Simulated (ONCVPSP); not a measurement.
## What one change does to a pseudopotential (iodine, ONCV)

- Element: iodine (I)
- Generator: ONCVPSP 4.0.1
- Type: optimised norm-conserving Vanderbilt (ONCV)
- Functional: PBEsol
- Relativity: scalar-relativistic
- Frozen core: [Kr] 4d10
- Valence charge: 7
- Reference configuration: 5s2 5p5
- Partial waves: 5s: rc 1.70 bohr, ncon 4, nbas 9, qcut 3.6 1/bohr, 3 projectors, debl 4 Ha; 5p: rc 2.10 bohr, ncon 4, nbas 7, qcut 3.1 1/bohr, 2 projectors, debl 0.6 Ha; d scattering state at 0.05 Ha: rc 1.65 bohr, ncon 3, nbas 6, qcut 5.1 1/bohr, 3 projectors, debl 2.7 Ha
- Local potential: polynomial inside 1.35 bohr (lpopt 5, dvloc0 -1 Ha)
- Core correction: Teter function, fcfact 4.5, rcfact 1.55

Change: all radii but the core radius scaled by about 1.19 (s 2.02, p 2.48, d 1.96 bohr); local potential polynomial inside 1.60 bohr (lpopt 5, dvloc0 -1 Ha).

Cutoffs: the cutoffs (Ha) at which the residual kinetic energy of the hardest occupied pseudo-wave falls to 1 and 0.1 mHa per electron; they do not see the model core or the augmentation charge, which bear on the density cutoff. Errors are all-electron minus pseudo energies relative to the spin-unpolarised reference configuration.

What does the change do?

The potential gets softer (18 Ha and 71 Ha → 12 Ha and 53 Ha); both files keep a bound ghost (d); of the 4 tests that both files solve, the error grows in 1 and shrinks in 1 by more than 15 % and 0.3 meV (median size 51.5 → 59.0 meV). A larger radius leaves more room for a smooth pseudo-wave, so fewer plane waves are needed.

| quantity | base | changed |
| --- | --- | --- |
| cutoff, loose | 18 Ha | 12 Ha |
| cutoff, tight | 71 Ha | 53 Ha |
| loose cutoff by channel | s 18 Ha, p 17 Ha | s 12 Ha, p 5.5 Ha |
| bound ghosts | d | d |
| GHOST(+) flags under 300 eV | p at 56.4 eV, s at 145.4 eV | p at 82.8 eV, s at 191.3 eV |
| error for 5s2 5p4, meV [ΔE 11.15 eV] | -15 | -17 |
| error for 5s2 5p3, meV [ΔE 31.04 eV] | -88 | -101 |
| error for 5s2 5p2, meV [ΔE 60.42 eV] | -291 | -337 |
| error for 5s1 5p6, meV [ΔE 10.45 eV] | -6.7 | -4.1 |
| rms error of d²Exc/dni dnj with the model core, mHa | 2.65 | 2.78 |

Base: The cutoffs count occupied waves only; projector 3 of the d channel, the hardest unoccupied one, needs 114 Ha at the loose tolerance. Changed file: The cutoffs count occupied waves only; projector 3 of the d channel, the hardest unoccupied one, needs 67 Ha at the loose tolerance. A true bound ghost makes a file unfit for plane-wave use even where its test errors are small: the radial tests pick states by their node count and pass the ghost by.
